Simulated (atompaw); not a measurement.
**Before and after: PAW (atompaw) potential for Ne**

```json
{"Element": "neon (Ne)", "Generator": "atompaw 4.2.0.5", "Type": "PAW", "Functional": "LDA (PW92)", "Relativity": "non-relativistic", "Frozen core": "[He]", "Valence charge": "8", "Reference configuration": "2s2 2p4 (charge +2)", "Partial waves": "2s (bound): rc 0.60 bohr; 2s channel at -2.85 Ry: rc 0.60 bohr; 2p (bound): rc 1.00 bohr; 2p channel at -2.3 Ry: rc 1.00 bohr; 3d channel at 0.05 Ry: rc 1.00 bohr", "Local potential": "troulliermartins scheme with l = 3 at 0 Ry, radius 1.00 bohr", "Core correction": "smooth core density matched at 0.95 bohr", "Augmentation charge": "besselshape compensation charge, radius 0.85 bohr; PAW radius 1.00 bohr; waves and projectors: custom polynom gramschmidtortho"}
```

All-electron outer shells of the reference configuration (LDA (PW92), non-relativistic, ld1.x):

```
shell  level (eV)  outermost node (bohr)  outermost maximum (bohr)
   2s      -77.55                   0.22                      0.66
   2p      -54.95                      –                      0.58
```

Change: wave 2p (bound): rc 1.00 bohr becomes 2p (bound): rc 0.68 bohr.

Cutoffs: the cutoffs (Ry, on a coarse ladder) from which the occupation-weighted sum of valence levels, in a spherical-Bessel basis at the reference potential, stays within 10 and 1 mRy of its value at 400 Ry; they do not see the model core or the augmentation charge, which bear on the density cutoff.

**Question.** What does the change do?

**Answer.** The potential gets harder (140 Ry and 230 Ry → 160 Ry and 300 Ry); neither file shows a bound ghost.

```tsv
quantity	base	changed
cutoff, loose	140 Ry	160 Ry
cutoff, tight	230 Ry	300 Ry
loose cutoff by channel (10 mRy a level)	s 120 Ry, p 60 Ry	s 120 Ry, p 120 Ry
bound ghosts	none	none
s: phases at 1.00 bohr within 0.05 rad from the reference energy up to (Ry; the scan ends near 5)	to the end of the scan	to the end of the scan
p: phases at 1.00 bohr within 0.05 rad from the reference energy up to (Ry; the scan ends near 5)	to the end of the scan	to the end of the scan
d: phases at 1.00 bohr within 0.05 rad from the reference energy up to (Ry; the scan ends near 5)	to the end of the scan	to the end of the scan
lowest overlap eigenvalue by channel	s 0.68, p 0.97, d 1.00	s 0.68, p 0.22, d 1.00
```

 The cutoffs see the waves, projectors and local potential, not the compensation charge or the core.
